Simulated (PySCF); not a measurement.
Structure with atom numbers: `[CH2:1]=[CH:2]/[CH:3]=[CH:4]/[B:5]([CH3:6])[CH3:7]`; H(Xn) means a hydrogen on atom n. Ha(C1) is cis to C3; Hb(C1) is trans to C3.

Geometry: PBE0-D3(BJ)/def2-SVP; GIAO absolute shieldings from PySCF 2.14.0 with density-fitted response routines, gas phase, non-relativistic, averaged over equivalent atoms.

At WP04/pcSseg-1 (174 basis functions, 34 s wall time on 1 thread of an Arm Neoverse N1, shared host):
```json
{"atoms": "C3", "σ (ppm)": "14.4"}
{"atoms": "C2", "σ (ppm)": "26.5"}
{"atoms": "C4", "σ (ppm)": "30.3"}
{"atoms": "C1", "σ (ppm)": "42.3"}
{"atoms": "C6/C7", "σ (ppm)": "161.2"}
{"atoms": "B5", "σ (ppm)": "23.4"}
{"atoms": "H(C3)", "σ (ppm)": "24.62"}
{"atoms": "H(C2)", "σ (ppm)": "25.27"}
{"atoms": "H(C4)", "σ (ppm)": "25.55"}
{"atoms": "Ha(C1)", "σ (ppm)": "26.09"}
{"atoms": "Hb(C1)", "σ (ppm)": "26.15"}
{"atoms": "H(C6)/H(C7)", "σ (ppm)": "30.78"}
```

**Question.** Predict the values at PBE0/pcSseg-1 on the same geometry.

**Answer.** 
```csv
atoms,σ at PBE0/pcSseg-1,change
C3,24.1,+9.7
C2,36.2,+9.7
C4,39.3,+9.0
C1,51.0,+8.7
C6/C7,171.7,+10.5
B5,26.4,+3.0
H(C3),23.93,-0.69
H(C2),24.57,-0.70
H(C4),24.79,-0.76
Ha(C1),25.41,-0.68
Hb(C1),25.49,-0.66
H(C6)/H(C7),30.37,-0.41
```

The largest change is at C6/C7 (methyl carbon bonded to B). Cost: 174 basis functions, 39 s wall time on 1 thread of an Arm Neoverse N1, shared host. The order of the carbon signals is the same at both levels.

A carbon bonded to boron is broadened by the quadrupolar boron nucleus and is often missing from a measured spectrum.
